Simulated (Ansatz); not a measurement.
Question: Name a neutral molecule of Al, C, O, S and H with HOMO energy (PBE0/def2-TZVPP) between -6.50 and -6.20 eV and LUMO energy (PBE/def2-TZVPP) between -2.10 and -1.80 eV (Ansatz, PBE0-D4/def2-TZVP geometry).

Answer: `C=[C](S)[AlH][OH]` (-6.46 eV, -2.06 eV). Other molecules can fit too; these were computed, each in one conformer that needn't be the lowest.
